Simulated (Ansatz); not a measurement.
Basis-set series for `C[S][Zn][CH](C)C`. Charge 0, multiplicity 1. The geometry is a stationary point of PBE0-D4/def2-TZVP. It is one conformer, not always the lowest.

Cartesian coordinates in Å:
```
C -0.0022 3.1837 -1.4832
S -1.3963 2.7200 -0.4015
Zn -0.8187 0.7280 0.2649
C -0.3225 -1.0663 0.8881
C -0.7235 -2.1562 -0.1006
C 1.1591 -1.1615 1.2398
H 0.0886 2.5128 -2.3368
H -0.2163 4.1854 -1.8560
H 0.9406 3.2152 -0.9383
H -0.9005 -1.2115 1.8096
H -0.1961 -2.0546 -1.0541
H -1.7946 -2.1508 -0.3185
H -0.4753 -3.1506 0.2936
H 1.4578 -0.4329 1.9981
H 1.4037 -2.1581 1.6307
H 1.7964 -1.0025 0.3643
```

| functional | basis | functions | energy (Eh) | HOMO (eV) | LUMO (eV) |
| --- | --- | --- | --- | --- | --- |
| PBE0-D4 | def2-SVP | 155 | -2334.98298 | -6.24 | -0.02 |
| PBE0-D4 | def2-QZVPP | 698 | -2335.61519 | -6.49 | -0.70 |
| ωB97M-V | def2-SVP | 155 | -2335.32999 | -8.42 | 1.40 |
| ωB97M-V | def2-QZVPP | 698 | -2335.97014 | -8.69 | 0.53 |

Q: Give the rows for def2-TZVPP. (Best estimate.)

A: Computed: 
| functional | basis | functions | energy (Eh) | HOMO (eV) | LUMO (eV) |
| --- | --- | --- | --- | --- | --- |
| PBE0-D4 | def2-TZVPP | 370 | -2335.55041 | -6.47 | -0.61 |
| ωB97M-V | def2-TZVPP | 370 | -2335.90733 | -8.66 | 0.80 |

Positive LUMOs are unbound and depend on the basis. Scalar relativity is left out up to krypton.
